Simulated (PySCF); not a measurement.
## OsO4: computed shieldings and shifts

OsO4, O4Os, point group Td.

Bonds: Os1-O2 1.693 Å, Os1-O3 1.692 Å, Os1-O4 1.693 Å, Os1-O5 1.693 Å.

GIAO calculations in PySCF 2.14.0 with density-fitted response routines on the PBE0-D3(BJ)/def2-SVP structure: isolated species, scalar relativity only through the core potential, equivalent atoms averaged; basis pcSseg-1 (def2-TZVP on Os).

(1) Give the isotropic shieldings (ppm) with B3LYP, PBE0.

(2) And the chemical shifts, against references computed in the same way?

(3) Which part of the shielding of O2/O3/O4/O5 depends on the functional?

## Answers

(1) 
| atoms | environment | B3LYP | PBE0 |
| --- | --- | --- | --- |
| O2/O3/O4/O5 | oxygen bonded to Os | -576.3 | -578.2 |
| HOMO–LUMO gap (eV) | – | 5.86 | 6.32 |

(2) 
```csv
atoms,"nucleus, reference",B3LYP,PBE0
O2/O3/O4/O5,"$^{17}$O, H2O",910.4,912.8
```

(3) Diamagnetic: B3LYP 394, PBE0 393 ppm; paramagnetic: B3LYP -970, PBE0 -971 ppm.

Os is described by an effective core potential, so it has no shielding of its own here; spin–orbit effects on the atoms bonded to it, which can be large, are absent, and the values of these neighbours are rough. Unscaled 17O shifts of doubly bonded oxygen tend to come out too high, by tens of ppm or more. Experimental scales use liquid or dissolved standards, which lie at an offset from isolated H2O (liquid H2O: subtract about 36 ppm).
